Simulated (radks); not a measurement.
The numbers below are computed, except where a source is named.
Q: Orbital eigenvalues (eV) of neutral palladium, [Kr] 4d10, of relativity; Dirac values are averaged over j with weights 2j + 1. Spin-unpolarised spherical Kohn-Sham, LDA (Slater exchange, Perdew-Wang correlation), point nucleus unless stated (finite: rms radius 4.5318 fm), a radial shooting solver on a logarithmic mesh with Libxc functionals. A level marked "c x" has the speed of light scaled by that factor and shares open shells by 2j + 1; other Dirac levels either fill j = l - 1/2 first or share by 2j + 1.

| shell | non-rel. |
|---|---|
| 1s | -23405 |
| 2s | -3349.9 |
| 2p | -3113.2 |
| 3s | -600.31 |
| 3p | -505.61 |
| 3d | -330.13 |
| 4s | -78.616 |
| 4p | -49.392 |
| 4d | -4.3733 |

Give the values at the level "Dirac, c x 1.25".

A: 
shell  Dirac, c x 1.25  change of magnitude (%)
1s              -23854                    +1.92
2s             -3457.3                    +3.21
2p             -3144.3                    +1.00
3s             -621.65                    +3.55
3p             -512.13                    +1.29
3d             -327.30                    -0.86
4s             -82.840                    +5.37
4p             -50.674                    +2.59
4d             -4.3337                    -0.91
